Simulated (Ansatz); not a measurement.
Species: Nb, charge 0, sextet.

Total energies in def2-TZVPP, 5 correlated electrons, 4 frozen orbitals. Radicals and triplets start from unrestricted determinants; spin-orbit coupling is neglected. Cores are frozen in correlated methods (noble-gas shells, and filled d and f shells in the p block). Past Kr the def2 sets carry scalar-relativistic core potentials.

| method | program | energy (Eh) | minus CCSDTQ (mEh) |
|---|---|---|---|
| HF | Ansatz | -56.32908 | 60.42 |
| MP2 | Ansatz | -56.37929 | 10.22 |
| CCSD | Ansatz | -56.38765 | 1.85 |
| CCSD(T) | Ansatz | -56.38914 | 0.36 |
| CCSDT(Q) | Ansatz | -56.38950 | 0.00 |
| CCSDTQ | Ansatz | -56.38950 | 0.00 |

Ansatz is a first-principles code.
